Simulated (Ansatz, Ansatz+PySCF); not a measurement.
```xyz
2

Be    0.0000    0.0000    0.0000
S     0.0000    0.0000    1.8291
```

Basis set: def2-SVP (spherical functions). Correlated methods keep 5 orbitals frozen. Charge 0, multiplicity 1.

Computed with Ansatz (development build ahead of 0.2.0); each method stands on the lowest determinant of its kind that the runs found. Restricted open shells among the atoms or ions are ROHF, correlated in semicanonical orbitals with singles.

Question: Give the atomization energy at this shape (free ground-state atoms in the same class of orbitals less the molecule, no zero-point energy) of singlet BeS by RHF-CCSD(T), RHF-MP2, UHF-MP2, RHF, UHF.

Answer:

```tsv
method	atomization energy
RHF-CCSD(T)	228.1 kJ/mol
RHF-MP2	276.2 kJ/mol
UHF-MP2	214.5 kJ/mol
RHF	150.6 kJ/mol
UHF	184.4 kJ/mol
```

Caution for RHF-CCSD(T), RHF-MP2, RHF: an unrestricted determinant lies well below. Caution for UHF-MP2: a plain start can end on a higher determinant; another reference gives a lower total. Caution for UHF-MP2, UHF: the unrestricted determinant is a mixture of spin states. Caution for UHF: a free atom is spin contaminated.
